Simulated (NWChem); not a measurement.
System: HS2, doublet; SMILES S[S]

Here is an NWChem input.

```
start job
memory heap 200 mb stack 900 mb global 1100 mb
geometry units angstroms
  S      0.896227    -0.438503     0.008201
  S     -0.843082     0.457430    -0.007405
  H     -1.690664    -0.602131    -0.025311
end
basis spherical
  * library def2-svp
end
dft
  odft
  mult 2
  xc xpbe96 cpbe96
  disp vdw 4
  iterations 150
end
driver
  maxiter 120
end
task dft optimize
task dft freq
```

NWChem printed, in part:

```
             Northwest Computational Chemistry Package (NWChem) 7.3.0
             --------------------------------------------------------

 CS  symmetry detected

                             Geometry "geometry" -> ""
                             -------------------------

 Output coordinates in angstroms (scale by  1.889725989 to convert to a.u.)

  No.       Tag          Charge          X              Y              Z
 ---- ---------------- ---------- -------------- -------------- --------------
    1 S                   16.0000     0.01290930    -1.01677730     0.00000000
    2 S                   16.0000     0.06564097     0.93907409     0.00000000
    3 H                    1.0000    -1.25680433     1.24325135     0.00000000

 Effective nuclear repulsion energy (a.u.)      78.7441369943

      Symmetry information
      --------------------

 Group name             Cs
 Group number              2
 Group order               2
 No. of unique centers     3

                                Z-matrix (autoz)
                                --------

 Units are Angstrom for bonds and degrees for angles

      Type          Name      I     J     K     L     M      Value
      ----------- --------  ----- ----- ----- ----- ----- ----------
    1 Stretch                  1     2                       1.95656
    2 Stretch                  2     3                       1.35698
    3 Bend                     1     2     3               101.40900

  pbe96 is a nonlocal functional; adding pw91lda local functional.

                           NWChem Geometry Optimization
                           ----------------------------

 maximum gradient threshold         (gmax) =   0.000450
 rms gradient threshold             (grms) =   0.000300
 maximum cartesian step threshold   (xmax) =   0.001800
 rms cartesian step threshold       (xrms) =   0.001200
 fixed trust radius                (trust) =   0.300000
 source of zmatrix                         =   autoz

          -------------------
          Energy Minimization
          -------------------

 Using diagonal initial Hessian
 Scaling for Hessian diagonals: bonds = 1.00  angles = 0.25  torsions = 0.10

          --------
          Step   0

                                 NWChem DFT Module
                                 -----------------

[...]

      ----------------------
      Optimization converged
      ----------------------

  Step       Energy      Delta E   Gmax     Grms     Xrms     Xmax
  ---- ---------------- -------- -------- -------- -------- --------
@    4    -796.36839819 -8.3D-07  0.00001  0.00000  0.00074  0.00131
                                     ok       ok       ok       ok

                                Z-matrix (autoz)
                                --------

 Units are Angstrom for bonds and degrees for angles

      Type          Name      I     J     K     L     M      Value     Gradient
      ----------- --------  ----- ----- ----- ----- ----- ---------- ----------
    1 Stretch                  1     2                       1.99602   -0.00000
    2 Stretch                  2     3                       1.38306   -0.00001
    3 Bend                     1     2     3               102.74393   -0.00000

                         Geometry "geometry" -> "geometry"
                         ---------------------------------

 Output coordinates in angstroms (scale by  1.889725989 to convert to a.u.)

  No.       Tag          Charge          X              Y              Z
 ---- ---------------- ---------- -------------- -------------- --------------
    1 S                   16.0000     0.02986918    -1.05207427     0.00000000
    2 S                   16.0000     0.06744003     0.94359538     0.00000000
    3 H                    1.0000    -1.27556327     1.27402703     0.00000000

 Effective nuclear repulsion energy (a.u.)      77.1656882621

      Symmetry information
      --------------------

 Group name             Cs
 Group number              2
 Group order               2
 No. of unique centers     3

[...]

 Rotational Constants
 --------------------
 A=   9.590671 cm-1  ( 13.798528 K)
 B=   0.257674 cm-1  (  0.370728 K)
 C=   0.250933 cm-1  (  0.361028 K)

 Temperature                      =   298.15K
 frequency scaling parameter      =   1.0000

 Zero-Point correction to Energy  =    5.533 kcal/mol  (  0.008817 au)
 Thermal correction to Energy     =    7.457 kcal/mol  (  0.011883 au)
 Thermal correction to Enthalpy   =    8.049 kcal/mol  (  0.012827 au)

 Total Entropy                    =   59.550 cal/mol-K
   - Translational                =   38.415 cal/mol-K (mol. weight =  64.9520)
   - Rotational                   =   20.483 cal/mol-K (symmetry #  =        1)
   - Vibrational                  =    0.652 cal/mol-K

 Cv (constant volume heat capacity) =    7.586 cal/mol-K
   - Translational                  =    2.979 cal/mol-K
   - Rotational                     =    2.979 cal/mol-K
   - Vibrational                    =    1.627 cal/mol-K

[normal modes left out]

 ----------------------------------------------------------------------------
 Normal Eigenvalue ||           Projected Infra Red Intensities
  Mode   [cm**-1]  || [atomic units] [(debye/angs)**2] [(KM/mol)] [arbitrary]
 ------ ---------- || -------------- ----------------- ---------- -----------
    1       -0.000 ||    0.000001           0.000         0.001       0.001
    2        0.000 ||    0.000420           0.010         0.410       0.610
    3        0.000 ||    0.000052           0.001         0.051       0.076
    4        0.000 ||    0.024386           0.563        23.773      35.359
    5        0.000 ||    0.000939           0.022         0.915       1.361
    6        0.000 ||    0.000886           0.020         0.864       1.285
    7      573.678 ||    0.000648           0.015         0.631       0.939
    8      873.490 ||    0.003892           0.090         3.794       5.643
    9     2425.076 ||    0.030847           0.712        30.071      44.727
 ----------------------------------------------------------------------------
```

Level: PBE-D3(BJ)/def2-SVP, spin-unrestricted. In the optimisation the excess spin sits in a" (Cs, its own frame).
